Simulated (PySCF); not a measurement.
C₂H₅NO₂Si, SMILES O[Si@@H]1C=NCO1.

Coordinates come from a ωB97X-D3(BJ)/def2-SVP optimisation. The structure was generated by enumeration; whether it is a known compound was not checked. One conformer was computed; it need not be the lowest.

Level of theory: PySCF with SMD-PBE0/6-31G*.

Solvation free energies are E(SMD) − E(gas) at the gas-phase geometry, for 1 M in both phases. In vacuum the dipole moment is 1.05 D.

| solvent | ΔG(solv) (kcal/mol) | its non-electrostatic (CDS) part | dipole (D) |
|---|---|---|---|
| water | ? | ? | ? |
| dichloromethane | -6.1 | 0.1 | 1.24 |
| cyclohexanone | -5.5 | 0.2 | 1.21 |

Task: Fill in the missing entries. (An estimate is asked for; the answer gives what the named calculation found.)

Result: 
- water, ΔG(solv) (kcal/mol): -9.4
- water, its non-electrostatic (CDS) part: 0.9
- water, dipole (D): 1.41
